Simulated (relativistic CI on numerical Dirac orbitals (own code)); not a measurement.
## Ru³⁺: M2,3 absorption edge

Computed with this model: Dirac-Coulomb-Breit CI, separate exchange-only KLI orbitals for each configuration, model QED (radiative potential, 1s self-energy scaled to tabulated hydrogen-like ionisation energies), valence Slater integrals scaled by 0.7, multiplet model of core-to-valence dipole absorption; configurations [Kr] 4d5 → [Ne] 3s2 3p5 3d10 4s2 4p6 4d6; 300 K; Lorentzian 2 eV and Gaussian 0.4 eV FWHM. Energies are those of the free ion, without screening or charge transfer. The branching ratio is the share of the lower-energy edge in the whole absorption, uncertain by about 0.02 where the edges overlap. S is read from ⟨S²⟩ = S(S + 1).

Field parameters in Wybourne normalisation: D3d B²₀ = −7Dσ, B⁴₀ = −14Dq − 21Dτ, B⁴₃ = −14√(10/7) Dq. The field is a parameter set, without covalency.

Case D3d, 10Dq = 35200, Dσ = -1200, Dτ = 260 cm⁻¹, the dichroism is that of the ground state at zero temperature, magnetised by exchange field 10 meV on Sz. The dichroism I(Δm = −1) − I(Δm = +1), over the sum of the three polarisations, integrates to -0.0692 on the lower edge and -0.0043 on the upper edge. The branching ratio is 0.802.

Question: Use the orbital sum rule with 5 holes to get ⟨Lz⟩.

Answer: For a p → d edge ⟨Lz⟩ = 2 × n_h × (sum of both integrals) in this sign convention = -0.73; the ground state itself has ⟨Lz⟩ = -0.71 and ⟨Sz⟩ = -0.04. The rule assumes one radial integral for both edges, which relativistic orbitals only approach.
